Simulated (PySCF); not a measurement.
Work out the structure from these simulated measurements.

Formula: C6H9NO2Si.

| Item | Value |
| --- | --- |
| Valence photoelectron | vertical ionisation energy: 8.19 eV [ΔSCF PBE0/def2-SVPD] |
| 13C NMR | chemical shifts (computed TMS as zero) by class: 166.6 (1 C), 114.9 (2 C), 108.4 (2 C), 20.7 (1 C) ppm [GIAO KT2/pcSseg-1] |
| NMR, other nuclei | isotropic shieldings of nuclei other than C and H, by class: 100 (1 N), -115 (1 O), 117 (1 O), 385 (1 Si) ppm [GIAO KT2/pcSseg-1] |
| Polarisability | 106.7 au [PBE0/def2-SVPD] |
| Rotational structure | rotational constants A, B, C: 3.449, 0.579, 0.501 GHz [PBE0-D3(BJ)/def2-SVP] |
| Dipole | 1.65 D [PBE0/def2-SVPD] |
| UV, first state | lowest singlet excitation: 5.16 eV (240 nm, f = 0.006) [TDDFT PBE0/def2-SVPD] |
| UV, strongest line | among the 10 lowest singlet transitions: S7 at 6.18 eV (201 nm, f = 0.105) [TDDFT PBE0/def2-SVPD] |

Electronic properties: PySCF, gas phase, density fitting. Levels stand in brackets. Isolated species at its PBE0-D3(BJ)/def2-SVP geometry (one conformer only). Each NMR value is the plain mean over a class of atoms that symmetry, rotation or inversion makes alike.

Q: What is the compound? Reason from the data.

A: Numbering: `[CH3:1][C:2](=[O:3])[O:4][SiH2:5][n:6]1[cH:7][cH:8][cH:9][cH:10]1`. Its formula, C6H9NO2Si, gives 4 degrees of unsaturation: 1 ring and 3 π bonds in the structure found (Kekulé form). 6 carbons fall into 4 classes; from least to most shielded: carbonyl carbon [C2] (166.6 ppm), aromatic CH next to a ring nitrogen [C7/C10] (114.9 ppm, 2 C, up to 3.9 ppm apart in this geometry), aromatic CH carbon [C8/C9] (108.4 ppm, 2 C, up to 3.5 ppm apart in this geometry), methyl carbon next to a carbonyl [C1] (20.7 ppm). The other shieldings belong to: 100 ppm, pyrrole-type nitrogen [N6]; -115 ppm, carbonyl oxygen [O3]; 117 ppm, oxygen singly bound to a carbonyl carbon [O4]; 385 ppm, oxygen-bound silicon [Si5]. S1 is mainly HOMO→LUMO (weight 1.00); the largest Löwdin shares of the orbital it empties are 0.27 on each of 2 atoms of one kind (aromatic CH next to a ring nitrogen), 0.15 on an aromatic CH carbon and 0.14 on an aromatic CH carbon, of the orbital it fills 0.38 on the carbonyl carbon, 0.29 on the carbonyl oxygen, 0.12 on the oxygen singly bound to a carbonyl carbon and 0.08 on the methyl carbon next to a carbonyl. By its constants the optimised geometry is an asymmetric top. Structure: `c1cccn1[SiH2]OC(=O)C`. Computed isomers that give other values at the same levels: `C=C(C)[SiH2]OC(=O)CC#N` (rotational constant A: 1.650 GHz; this holds for the one conformer computed). The assignments are read from this structure; whether some other isomer fits the data as well wasn't checked.

The values belong to the conformer `[CH3:1][C:2](=[O:3])[O:4][SiH2:5][n:6]1[cH:7][cH:8][cH:9][cH:10]1`: C1–C2–O4–Si5 179°, C2–O4–Si5–N6 180°, O4–Si5–N6–C7 2°.
